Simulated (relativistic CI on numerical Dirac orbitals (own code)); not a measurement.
**Si+: what numerical and physical settings do to a radial Dirac CI calculation**

Reference input:

```
atom Si  Z=14  charge=1  electrons=13
nucleus A=28  rms_radius_fm=3.1224
hamiltonian dirac-coulomb  breit=on  qed=on  c_scale=1
orbitals kli  potential=per-configuration
slater_scale 1
correlation none
mixing on
grid step=0.0125 r_max=51.4
scf mixing=0.4 start=green max_iterations=150 tolerance=2e-08 node_fill=0.05
configurations
  [Ne] 3s2 3p
  [Ne] 3s 3p2
  [Ne] 3s2 3d
end
```

Computed lowest total energy -289.10591 Ha, first excitation 288.6 cm⁻¹, 31 SCF steps. Runs with settings changed; * marks those that are bad on purpose:

| Changed | Outcome | Lowest level | ΔE (Ha) | First excitation (cm⁻¹) | SCF steps | Message |
| --- | --- | --- | --- | --- | --- | --- |
| SCF mixing 0.7 | converged | 3s2.3p 2P°_1/2 | -5.74e-11 | 288.6 | 27 |  |
| Breit term off | converged | 3s2.3p 2P°_1/2 | -0.0548 | 305.0 | 31 |  |
| node fill of the KLI weights 0, Breit term off | converged | 3s2.3p 2P°_1/2 | -0.0545 | 302.9 | 31 |  |
| end of the grid at 77.1 bohr | converged | 3s2.3p 2P°_1/2 | 5.68e-14 | 288.6 | 31 |  |
| SCF mixing 1.8 * | converged | 3s2.3p 2P°_1/2 | -3.73e-11 | 288.6 | 33 |  |
| grid step 0.15 * | converged | 3s2.3p 2P°_1/2 | 0.00106 | 289.7 | 31 |  |

With so few configurations and no correlation, terms lie too far apart (by 10 to 50 % near neutrality), their order can be wrong, and levels of other configurations are missing.
